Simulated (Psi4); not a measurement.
C$_{2}$H$_{5}$BO$_{4}$, singlet, at a GFN2-xTB geometry, atoms displaced at random by about 0.03 Å a coordinate; TPSS/STO-3G, gradient (Psi4).

Here is a job for Psi4.
```
memory 2 GB

molecule mol {
0 1
B     0.356682    0.511060    1.068573
O    -0.001685   -0.582526    0.266154
C    -0.418101   -0.500509   -0.967860
C    -0.799864   -1.872769   -1.499571
O    -0.421782    0.552018   -1.602416
H    -1.008011   -1.733781   -2.582838
H    -1.656614   -2.238425   -0.980799
H    -0.012991   -2.576195   -1.368368
O     0.650797    0.232629    2.356702
H     1.023371    0.980489    2.837675
O     0.505346    1.742322    0.492404
H     0.256206    1.852793   -0.354371
symmetry c1
no_reorient
no_com
}

set {
  basis sto-3g
  reference rks
}

gradient('tpss')
print_variables()
```

Predict the main parts of the log of this Psi4 run.


```
gradient() will perform analytic gradient computation.

   => Loading Basis Set <=

    Name: STO-3G
    Role: ORBITAL
    Keyword: BASIS

         ---------------------------------------------------------
                                   SCF
               by Justin Turney, Rob Parrish, Andy Simmonett
                          and Daniel G. A. Smith
                              RKS Reference
         ---------------------------------------------------------

  ==> Geometry <==

    Molecular point group: c1
    Full point group: C1

    Geometry (in Angstrom), charge = 0, multiplicity = 1:

       Center              X                  Y                   Z               Mass
    ------------   -----------------  -----------------  -----------------  -----------------
         B            0.356682000000     0.511060000000     1.068573000000    11.009305360000
         O           -0.001685000000    -0.582526000000     0.266154000000    15.994914619570
         C           -0.418101000000    -0.500509000000    -0.967860000000    12.000000000000
         C           -0.799864000000    -1.872769000000    -1.499571000000    12.000000000000
         O           -0.421782000000     0.552018000000    -1.602416000000    15.994914619570
         H           -1.008011000000    -1.733781000000    -2.582838000000     1.007825032230
         H           -1.656614000000    -2.238425000000    -0.980799000000     1.007825032230
         H           -0.012991000000    -2.576195000000    -1.368368000000     1.007825032230
         O            0.650797000000     0.232629000000     2.356702000000    15.994914619570
         H            1.023371000000     0.980489000000     2.837675000000     1.007825032230
         O            0.505346000000     1.742322000000     0.492404000000    15.994914619570
         H            0.256206000000     1.852793000000    -0.354371000000     1.007825032230

  Running in c1 symmetry.

  Rotational constants: A =      0.18217  B =      0.06258  C =      0.04702 [cm^-1]
  Rotational constants: A =   5461.17418  B =   1876.05782  C =   1409.66502 [MHz]
  Nuclear repulsion =  300.757995622304122

  Charge       = 0
  Multiplicity = 1
  Electrons    = 54
  Nalpha       = 27
  Nbeta        = 27

  ==> Algorithm <==

  SCF Algorithm Type is DF.
  DIIS enabled.
  MOM disabled.
  Fractional occupation disabled.
  Guess Type is SAD.
  Energy threshold   = 1.00e-08
  Density threshold  = 1.00e-08
  Integral threshold = 1.00e-12

  ==> Primary Basis <==

  Basis Set: STO-3G
    Blend: STO-3G
    Number of shells: 26
    Number of basis functions: 40
    Number of Cartesian functions: 40
    Spherical Harmonics?: true
    Max angular momentum: 1

  ==> DFT Potential <==

   => LibXC <=

    Version 7.1.2
    S. Lehtola, C. Steigemann, M. J. T. Oliveira, and M. A. L. Marques,  SoftwareX 7, 1–5 (2018) (10.1016/j.softx.2017.11.002)

   => Composite Functional: TPSS <=

    TPSS Meta-GGA XC Functional

    J. Tao, et al., Phys. Rev. Lett., 91, 146401, 2003

    Deriv               =              1
    GGA                 =           TRUE
    Meta                =           TRUE

    Exchange Hybrid     =          FALSE
    MP2 Hybrid          =          FALSE

   => Exchange Functionals <=

    1.0000   XC_MGGA_X_TPSS

   => Correlation Functionals <=

    1.0000   XC_MGGA_C_TPSS

   => LibXC Density Thresholds  <==

    XC_MGGA_C_TPSS:  1.00E-15
    XC_MGGA_X_TPSS:  1.00E-15

   => Molecular Quadrature <=

    Radial Scheme          =       TREUTLER
    Pruning Scheme         =           NONE
    Nuclear Scheme         =       TREUTLER

    Blocking Scheme        =         OCTREE
    BS radius alpha        =              1
    Pruning alpha          =              1
    Radial Points          =             75
    Spherical Points       =            302
    Total Points           =         253356
    Total Blocks           =           1953
    Max Points             =            256
[...]
  @DF-RKS Final Energy:  -399.75585794875127
    Total Energy =                       -399.7558579487512702
[...]
         H           -1.656614000000    -2.238425000000    -0.980799000000     1.007825032230
         H           -0.012991000000    -2.576195000000    -1.368368000000     1.007825032230
         O            0.650797000000     0.232629000000     2.356702000000    15.994914619570
         H            1.023371000000     0.980489000000     2.837675000000     1.007825032230
         O            0.505346000000     1.742322000000     0.492404000000    15.994914619570
         H            0.256206000000     1.852793000000    -0.354371000000     1.007825032230

  Nuclear repulsion =  300.757995622304122

  ==> Basis Set <==

  Basis Set: STO-3G
    Blend: STO-3G
    Number of shells: 26
    Number of basis functions: 40
    Number of Cartesian functions: 40
    Spherical Harmonics?: true
    Max angular momentum: 1

  ==> DFJKGrad: Density-Fitted SCF Gradients <==

    Gradient:                    1
    J tasked:                  Yes
    K tasked:                   No
    wK tasked:                  No
    Integrals threads:           1
    Schwarz Cutoff:          1E-12
    Fitting Condition:       1E-10

   => Auxiliary Basis Set <=

  Basis Set: (STO-3G AUX)
    Blend: DEF2-UNIVERSAL-JKFIT
    Number of shells: 205
    Number of basis functions: 623
    Number of Cartesian functions: 739
    Spherical Harmonics?: true
    Max angular momentum: 4

  ==> DFT Potential <==

   => LibXC <=

    Version 7.1.2
    S. Lehtola, C. Steigemann, M. J. T. Oliveira, and M. A. L. Marques,  SoftwareX 7, 1–5 (2018) (10.1016/j.softx.2017.11.002)

   => Composite Functional: TPSS <=

    TPSS Meta-GGA XC Functional

    J. Tao, et al., Phys. Rev. Lett., 91, 146401, 2003

    Deriv               =              1
    GGA                 =           TRUE
    Meta                =           TRUE

    Exchange Hybrid     =          FALSE
    MP2 Hybrid          =          FALSE

   => Exchange Functionals <=

    1.0000   XC_MGGA_X_TPSS

   => Correlation Functionals <=

    1.0000   XC_MGGA_C_TPSS

   => LibXC Density Thresholds  <==

    XC_MGGA_C_TPSS:  1.00E-15
    XC_MGGA_X_TPSS:  1.00E-15

   => Molecular Quadrature <=

    Radial Scheme          =       TREUTLER
    Pruning Scheme         =           NONE
    Nuclear Scheme         =       TREUTLER

    Blocking Scheme        =         OCTREE
    BS radius alpha        =              1
    Pruning alpha          =              1
    Radial Points          =             75
    Spherical Points       =            302
    Total Points           =         253356
    Total Blocks           =           1953
    Max Points             =            256
    Max Functions          =             38
    Weights Tolerance      =       1.00E-15

  -Total Gradient:
     Atom            X                  Y                   Z
    ------   -----------------  -----------------  -----------------
       1       -0.005791555204    -0.034409828060     0.040173847646
       2       -0.021885097644     0.048429339687    -0.111809712962
       3        0.012353728630     0.020767107680     0.042859664168
       4        0.009453153962    -0.013643655882     0.041078191918
       5        0.005350523926    -0.070943919645     0.048453096180
       6        0.002859291678     0.008513338476    -0.005904259482
       7        0.029079058428     0.011776440081    -0.012153463177
       8       -0.027801448339     0.021870559410    -0.003528601530
       9        0.020018949351     0.064922359593     0.005039753351
      10       -0.021173952380    -0.054240086459    -0.025098306098
      11       -0.060663213910    -0.003567254580    -0.201743379181
      12        0.058235926636     0.000453168077     0.182572798200

  Variable Map:
  ----------------------------------------------------------------------------
[...]
  Array Variable Map:
  ----------------------------------------------------------------------------
[...]
[...]
```
